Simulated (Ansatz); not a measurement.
Reaction (isomerisation): `NC(O)[SiH2]F` → `NC(F)[SiH2]O`

Program: Ansatz. Geometries: PBE0-D4/def2-TZVP. ΔE: electronic, gas phase. CCSD(T)/CBS is the MP2 limit (def2-TZVPP, def2-QZVPP) plus CCSD(T) − MP2 in def2-TZVPP, frozen cores. Functionals use def2-TZVPP. B3LYP here is the variant with VWN-RPA as its local correlation; programs differ in this. One conformer a species, not always the lowest.

`NC(O)[SiH2]F`:

Z-matrix (Å, degrees):
```
C
O 1 1.412
Si 1 1.895 2 107.1
N 1 1.448 2 110.2 3 123.5
H 1 1.102 2 110.6 3 -119.0
H 2 0.965 1 106.1 3 -162.0
F 3 1.606 1 106.6 2 81.8
H 3 1.481 1 114.2 2 -37.7
H 3 1.487 1 109.1 2 -162.8
H 4 1.013 1 113.0 2 -84.6
H 4 1.010 1 112.8 2 150.7
```

`NC(F)[SiH2]O`:

```xyz
11

N     1.343    0.945    0.364
C     0.294    0.679   -0.525
F    -0.533    1.821   -0.768
Si   -0.879   -0.664    0.117
O    -0.076   -2.094   -0.003
H     2.008    1.626    0.026
H     1.037    1.182    1.297
H     0.708    0.416   -1.503
H    -1.219   -0.331    1.530
H    -2.124   -0.676   -0.694
H    -0.560   -2.904    0.159
```

```
             level  ΔE (kJ/mol)  difference from CCSD(T)/CBS
            PBE-D4         23.1                         -6.4
         r2SCAN-D4         22.6                         -6.9
           PBE0-D4         25.3                         -4.2
           ωB97X-V         24.2                         -5.3
            r2SCAN         22.5                         -7.0
              PBE0         24.7                         -4.8
             B3LYP         22.4                         -7.1
SCS-MP2/def2-TZVPP         29.3                         -0.2
CCSD(T)/def2-TZVPP         28.7                         -0.8
      HF/CBS(def2)         26.1                         -3.4
       CCSD(T)/CBS         29.5                            0
```

Largest T1 diagnostic among the species: 0.012.

In def2-TZVPP, CCSD(T) changes the Hartree–Fock value by +3.9 kJ/mol (the triples alone add −0.2 kJ/mol) and MP2 by +5.4 kJ/mol.

CCSD(T)/CBS has its own doubt, a few kJ/mol and more with outer-core shells, so smaller differences from it don't rank the levels.
